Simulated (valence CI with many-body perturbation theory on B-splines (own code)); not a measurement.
## E1 line list for Nd⁵⁴⁺

Calculated by valence CI with perturbative core correlation (CI+MBPT): four valence electrons over a frozen Dirac-Fock core [He], radial functions for each j: 11 s, 11 p, 9 d, 7 f, 5 g, 2 h, 1 i, with the one-electron correlation potential Σ1, the two-electron term Σ2, the three-electron term Σ3, Breit, model QED; selected CI, second order for the rest (own B-spline code, finite nucleus).

No measured spectrum was set against this ion. As an estimate, large intervals hold to a few tenths of a per cent, small ones and those within an open d or f shell to about a per cent. Among the levels kept, up to 280 cm⁻¹ of a level comes from second order outside the variational space, and about a tenth of that is noise between levels of different J, which matters for small intervals.

Lines 101 to 150 of 271 in falling wavelength, among levels below 7555.8 eV, chosen from the strongest by gf and those to the six lowest levels. Wavelengths and rates use the calculated energies. Electric multipoles are in the length gauge, E1 and E2 with the static RPA response of the core. Weak lines are less certain than strong ones. Lines between different terms over intervals too small for the method are left out, as are lines whose strength nearly cancels. The highest levels of a list are the least certain.

Levels are named by their leading jj configuration (3d3/2^4 stands for four electrons in 3d with j = 3/2), which in mixed levels can hold well under half, so a name can repeat and another be missing. Letters in brackets count levels of one name in rising energy.

```
λ vac (Å)                           Upper                       Lower   A (s⁻¹)  S (a.u.) with core polarisation  S without
    14.25             (2p1/2 2p3/2^3) J=2      (2s 2p1/2 2p3/2^2) J=3  8.06e+11                         5.76e-03   5.77e-03
    9.248             (2p1/2 2p3/2^3) J=1      (2s 2p1/2^2 2p3/2) J=1  4.92e+10                         5.77e-05   5.78e-05
    2.148             (2s 2p1/2^2 3s) J=1      (2s 2p1/2^2 2p3/2) J=1  9.74e+12                         1.43e-04   1.43e-04
    2.136             (2s 2p1/2^2 3s) J=0      (2s 2p1/2^2 2p3/2) J=1  7.47e+13                         3.60e-04   3.59e-04
    2.128          (2s^2 2p1/2 3p3/2) J=1      (2s 2p1/2^2 2p3/2) J=1  1.40e+12                         1.99e-05   1.99e-05
    2.127         (2s 2p1/2 2p3/2 3s) J=3      (2s 2p1/2 2p3/2^2) J=3  3.50e+13                         1.16e-03   1.16e-03
    2.125     (2s 2p1/2 2p3/2 3s) J=2 [a]  (2s 2p1/2 2p3/2^2) J=2 [a]  3.61e+13                         8.54e-04   8.52e-04
    2.123             (2s 2p1/2^2 3s) J=1      (2s 2p1/2^2 2p3/2) J=2  6.48e+13                         9.19e-04   9.17e-04
    2.120     (2s 2p1/2 2p3/2 3s) J=2 [b]      (2s 2p1/2 2p3/2^2) J=3  5.87e+13                         1.38e-03   1.38e-03
    2.119             (2s^2 2p1/2 3s) J=1      (2s^2 2p1/2 2p3/2) J=2  6.68e+13                         9.41e-04   9.39e-04
    2.117     (2s 2p1/2 2p3/2 3s) J=1 [a]  (2s 2p1/2 2p3/2^2) J=2 [a]  6.39e+13                         8.97e-04   8.95e-04
    2.115             (2s^2 2p3/2 3s) J=2          (2s^2 2p3/2^2) J=2  4.28e+13                         9.98e-04   9.96e-04
    2.114             (2s^2 2p1/2 3s) J=0      (2s^2 2p1/2 2p3/2) J=1  8.23e+13                         3.84e-04   3.83e-04
    2.113             (2s^2 2p1/2 3s) J=1      (2s^2 2p1/2 2p3/2) J=1  1.31e+13                         1.83e-04   1.83e-04
    2.112             (2s^2 2p3/2 3s) J=1          (2s^2 2p3/2^2) J=2  7.07e+13                         9.86e-04   9.84e-04
    2.104          (2s^2 2p1/2 3p3/2) J=1      (2s 2p1/2^2 2p3/2) J=2  5.70e+12                         7.86e-05   7.84e-05
    2.043          (2s 2p1/2^2 3d3/2) J=1      (2s 2p1/2^2 2p3/2) J=1  7.26e+13                         9.16e-04   9.16e-04
    2.036  (2s 2p1/2 2p3/2 3d5/2) J=2 [a]  (2s 2p1/2 2p3/2^2) J=1 [a]  6.67e+13                         1.39e-03   1.39e-03
    2.027  (2s 2p1/2 2p3/2 3d5/2) J=3 [b]  (2s 2p1/2 2p3/2^2) J=2 [b]  4.93e+13                         1.42e-03   1.42e-03
    2.026  (2s 2p1/2 2p3/2 3d3/2) J=1 [c]  (2s 2p1/2 2p3/2^2) J=1 [b]  1.12e+14                         1.38e-03   1.38e-03
    2.026  (2s 2p1/2 2p3/2 3d5/2) J=1 [a]      (2s 2p1/2 2p3/2^2) J=0  2.52e+14                         3.10e-03   3.10e-03
    2.025  (2s 2p1/2 2p3/2 3d5/2) J=1 [b]  (2s 2p1/2 2p3/2^2) J=1 [b]  2.02e+14                         2.49e-03   2.49e-03
    2.024  (2s 2p1/2 2p3/2 3d5/2) J=2 [b]  (2s 2p1/2 2p3/2^2) J=1 [b]  1.46e+14                         2.98e-03   2.98e-03
    2.023  (2s 2p1/2 2p3/2 3d5/2) J=2 [b]  (2s 2p1/2 2p3/2^2) J=2 [b]  2.38e+14                         4.86e-03   4.87e-03
    2.022      (2s 2p1/2 2p3/2 3d5/2) J=0  (2s 2p1/2 2p3/2^2) J=1 [b]  5.48e+14                         2.24e-03   2.24e-03
    2.022  (2s 2p1/2 2p3/2 3p1/2) J=2 [b]          (2s^2 2p3/2^2) J=2  1.08e+12                         2.21e-05   2.21e-05
    2.022  (2s 2p1/2 2p3/2 3d3/2) J=2 [a]  (2s 2p1/2 2p3/2^2) J=2 [a]  4.97e+13                         1.01e-03   1.01e-03
    2.021  (2s 2p1/2 2p3/2 3d3/2) J=1 [a]  (2s 2p1/2 2p3/2^2) J=2 [a]  7.73e+13                         9.45e-04   9.46e-04
    2.021  (2s 2p1/2 2p3/2 3d3/2) J=3 [b]      (2s 2p1/2 2p3/2^2) J=3  3.11e+13                         8.87e-04   8.88e-04
    2.020          (2s 2p1/2^2 3d3/2) J=1      (2s 2p1/2^2 2p3/2) J=2  1.82e+13                         2.22e-04   2.22e-04
    2.020  (2s 2p1/2 2p3/2 3d3/2) J=2 [d]  (2s 2p1/2 2p3/2^2) J=2 [b]  4.76e+13                         9.68e-04   9.69e-04
    2.020          (2s 2p1/2^2 3d5/2) J=2      (2s 2p1/2^2 2p3/2) J=1  5.41e+14                         1.10e-02   1.10e-02
    2.019  (2s 2p1/2 2p3/2 3d3/2) J=2 [b]      (2s 2p1/2 2p3/2^2) J=3  7.02e+13                         1.43e-03   1.43e-03
    2.019  (2s 2p1/2 2p3/2 3d3/2) J=1 [d]  (2s 2p1/2 2p3/2^2) J=1 [b]  2.17e+14                         2.65e-03   2.65e-03
    2.019          (2s^2 2p1/2 3d3/2) J=2      (2s^2 2p1/2 2p3/2) J=2  1.00e+14                         2.04e-03   2.04e-03
    2.018          (2s 2p1/2^2 3d3/2) J=2      (2s 2p1/2^2 2p3/2) J=2  1.25e+14                         2.54e-03   2.55e-03
    2.018  (2s 2p1/2 2p3/2 3d3/2) J=1 [d]  (2s 2p1/2 2p3/2^2) J=2 [b]  1.26e+14                         1.53e-03   1.54e-03
    2.015  (2s 2p1/2 2p3/2 3d5/2) J=1 [b]      (2s 2p1/2 2p3/2^2) J=0  1.58e+14                         1.92e-03   1.92e-03
    2.014  (2s 2p1/2 2p3/2 3p1/2) J=1 [b]          (2s^2 2p3/2^2) J=2  1.19e+13                         1.44e-04   1.44e-04
    2.014  (2s 2p1/2 2p3/2 3p1/2) J=2 [c]          (2s^2 2p3/2^2) J=2  8.88e+12                         1.79e-04   1.79e-04
    2.013          (2s^2 2p1/2 3d3/2) J=2      (2s^2 2p1/2 2p3/2) J=1  1.05e+13                         2.11e-04   2.11e-04
    2.011          (2s^2 2p1/2 3d3/2) J=1      (2s^2 2p1/2 2p3/2) J=2  1.63e+13                         1.96e-04   1.96e-04
    2.010          (2s^2 2p3/2 3d3/2) J=2          (2s^2 2p3/2^2) J=2  2.34e+13                         4.69e-04   4.70e-04
    2.009          (2s^2 2p3/2 3d3/2) J=3          (2s^2 2p3/2^2) J=2  5.10e+11                         1.43e-05   1.43e-05
    2.007  (2s 2p1/2 2p3/2 3d3/2) J=2 [c]      (2s 2p1/2 2p3/2^2) J=3  8.34e+13                         1.66e-03   1.67e-03
    2.007          (2s^2 2p3/2 3d3/2) J=1          (2s^2 2p3/2^2) J=2  1.12e+14                         1.34e-03   1.34e-03
    2.005          (2s^2 2p1/2 3d3/2) J=1      (2s^2 2p1/2 2p3/2) J=1  9.83e+13                         1.17e-03   1.18e-03
    2.005  (2s 2p1/2 2p3/2 3d3/2) J=3 [c]      (2s 2p1/2 2p3/2^2) J=3  4.46e+13                         1.24e-03   1.24e-03
    2.004          (2s^2 2p3/2 3d5/2) J=1          (2s^2 2p3/2^2) J=0  6.22e+14                         7.42e-03   7.42e-03
    2.003  (2s 2p1/2 2p3/2 3d5/2) J=3 [b]      (2s 2p1/2 2p3/2^2) J=3  4.30e+14                         1.20e-02   1.20e-02
```
